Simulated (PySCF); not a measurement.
Structure with atom numbers: `[NH2:1][P:2]1(=[N:3][SiH3:4])[CH2:5][CH2:6][O:7][CH2:8][CH2:9]1`; H(Xn) means a hydrogen on atom n.

[PySCF 2.14.0 with density-fitted response routines: GFN2-xTB geometry; PBE0/pcSseg-1 with gauge-including orbitals; one averaged value for each set of equivalent atoms; non-relativistic Hamiltonian; a single conformation; no solvent]

Referencing at the same level of theory: TMS for ¹³C, ¹H, ²⁹Si; NH3 for ¹⁵N; H3PO4 for ³¹P; ¹⁷O vs H2O.

```tsv
atoms	nucleus	count	δ (ppm)
Ha(C5)/Hb(C9)	¹H	2	2.15
Hb(C5)/Ha(C9)	¹H	2	?
O7	¹⁷O	1	53.7
C6/C8	¹³C	2	70.2
Si4	²⁹Si	1	-71.4
N3	¹⁵N	1	71.9
N1	¹⁵N	1	62.1
H(N1)	¹H	2	1.49
Hb(C6)/Ha(C8)	¹H	2	3.94
C5/C9	¹³C	2	?
P2	³¹P	1	-4.3
H(Si4)	¹H	3	?
Ha(C6)/Hb(C8)	¹H	2	?
```

Complete the table.

Answers


- C5/C9: 35.1 ppm, sp3 CH2 bonded to P
- H(Si4): 4.90 ppm, hydrogen on a silicon bonded to N
- Ha(C6)/Hb(C8): 4.34 ppm, hydrogen on an sp3 CH2 bonded to O; its carbon carries O, an electronegative neighbour
- Hb(C5)/Ha(C9): 1.28 ppm, hydrogen on an sp3 CH2 bonded to P

Exchangeable OH/NH protons stand at their gas-phase positions; hydrogen bonding in a real sample shifts them, mostly to higher δ. Shifts are as computed. Against solution values, carbons near 30 ppm lie about +3 ppm off and those near 130 ppm about +5 ppm. Of 1211 compounds with measured shifts, 218 miss one by over three times the rms of a fit or turn the order of signals round; such compounds aren't used in these exercises. Experimental scales use liquid or dissolved standards, which lie at an offset from isolated NH3 (liquid NH3: subtract about 20 ppm) and H2O (liquid H2O: subtract about 36 ppm) and H3PO4.
